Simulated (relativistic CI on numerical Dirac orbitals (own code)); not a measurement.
**In¹⁵⁺: sensitivity of the levels to the model**

Base calculation: Dirac-Coulomb-Breit CI, orbitals from a KLI potential per configuration, QED by a radiative potential, unscaled Slater integrals.

CI space (outside the closed core [Ar] 3d10): 4s²4p⁴, 4s4p⁵, 4p⁶, 4s²4p³4d, 4s4p⁴4d, 4s²4p³4f, 4s4p⁴4f, 4p⁵4d, 4s4p³4d², 4s²4p³5s, 4s²4p²4d4f, 4p⁴4d², 4p³4d³, 4p³4d²4f, 4p³4d²5s. Double excitations out of closed p, d and f shells are left out; levels of such configurations are missing from the list, as are those of other unlisted configurations, and high levels can miss mixing partners.

Variants: (1) QED terms removed; (2) Breit term removed. Shifts of the energy above 4s²4p⁴ ³P2, in cm⁻¹, for the lowest level and the first level of each name with at least 55 % of one term (blank where a level changes its place among those of its configuration and J or its character, or is not in the variant):

| Level | Base | Δ(1) | Δ(2) |
| --- | --- | --- | --- |
| 4s²4p⁴ ³P2 | 0 | 0 | 0 |
| 4s²4p⁴ ³P0 | 35424 | -14 | +89 |
| 4s²4p⁴ ³P1 | 63418 | -124 | +987 |
| 4s²4p⁴ ¹D2 | 84942 | -120 | +1010 |
| 4s²4p⁴ ¹S0 | 173073 | -211 | +1808 |
| 4s4p⁵ ³P°2 | 379361 | +1223 | +275 |
| 4s4p⁵ ³P°1 | 410180 | +1152 | +542 |
| 4s4p⁵ ³P°0 | 446524 | +1071 | +1233 |
| 4s²4p³4d ⁵D°0 | 519397 | +126 | +1154 |
| 4s²4p³4d ⁵D°3 | 519773 | +109 | +1335 |
| 4s²4p³4d ⁵D°1 | 524239 | +123 | +1352 |
| 4s²4p³4d ⁵D°4 | 530136 | +75 | +1723 |
| 4s²4p³4d ³D°1 | 571048 | +35 | +1963 |
| 4s²4p³4d ¹S°0 | 573616 | +37 | +1926 |

At this charge energies of transitions that change n are usually good to better than 1 %, and those within a shell (Δn = 0) to a few per cent.

Ionisation energy from the two ground configurations alone: base 396.085 eV; Breit term removed 396.303 eV. The NIST ASD value (theoretical) is 396 eV.

LS names give the leading component of a level, which can be under half, so a name can repeat, a term be missing and a line seem to break the LS rules.
